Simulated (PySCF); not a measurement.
Nuclear quadrupole coupling in `C#CC[SiH2]O[SiH2]OC`

C₄H₁₀O₂Si₂.
Geometry (GFN2-xTB, Å), atoms numbered from 1 in this order:
```xyz
18
C4H10O2Si2 angstrom
C     -2.692    1.914   -0.879
C     -2.443    0.951   -0.212
C     -2.136   -0.220    0.572
Si    -1.400   -1.615   -0.511
O     -0.037   -1.106   -1.221
Si     1.249   -0.141   -1.337
O      1.927   -0.160    0.134
C      3.098    0.476    0.547
H     -2.916    2.763   -1.452
H     -3.044   -0.559    1.074
H     -1.415    0.058    1.345
H     -1.066   -2.759    0.339
H     -2.278   -1.951   -1.630
H      2.100   -0.775   -2.340
H      0.812    1.204   -1.699
H      3.267    0.227    1.595
H      3.953    0.140   -0.045
H      3.010    1.560    0.443
```

Field gradients from the PBE0/pcSseg-1 density (PySCF, non-relativistic), principal values in atomic units, ordered |Vxx| ≤ |Vyy| ≤ |Vzz|:

```csv
atom,Vxx,Vyy,Vzz
O5,-0.4634,-0.6027,1.0661
O7,-0.4956,-1.2332,1.7289
```

Find the asymmetry η = (Vxx − Vyy)/Vzz and the couplings χ = eQV/h (234.96 MHz × Q in barn × V in au), with Q(17O) = −0.0256 b.

```
atom         environment  nucleus     η  χzz (MHz)  χxx (MHz)  χyy (MHz)
  O5     siloxane oxygen      17O  0.13      -6.41       2.79       3.63
  O7  silyl ether oxygen      17O  0.43     -10.40       2.98       7.42
```

The tensor is traceless: Vxx + Vyy + Vzz = 0.

What is Vzz at O5 in SI units (1 au = 9.71736 × 10²¹ V/m²)?

1.0661 au = 10.360 × 10²¹ V/m².

What couplings would deuterons (Q(2H) = 0.00286 b) have in place of the hydrogens, at this geometry?

```tsv
atom	bonded to	bond length (Å)	Vzz (au)	η	χzz (kHz)
H9	C1	1.048	0.3995	0.01	268
H10	C3	1.092	0.3095	0.03	208
H11	C3	1.093	0.3056	0.04	205
H12	Si4	1.464	0.1581	0.01	106
H13	Si4	1.461	0.1610	0.01	108
H14	Si6	1.460	0.1598	0.01	107
H15	Si6	1.460	0.1588	0.01	107
H16	C8	1.091	0.3009	0.07	202
H17	C8	1.093	0.2959	0.08	199
H18	C8	1.093	0.2959	0.08	199
```

One conformer (not necessarily the lowest) at the GFN2-xTB geometry, without solvent, vibrations or thermal averaging. GFN2-xTB bond lengths can be off by several hundredths of an ångström, more for odd bonds, and the gradients follow them. These gradients aren't converged with respect to the basis.
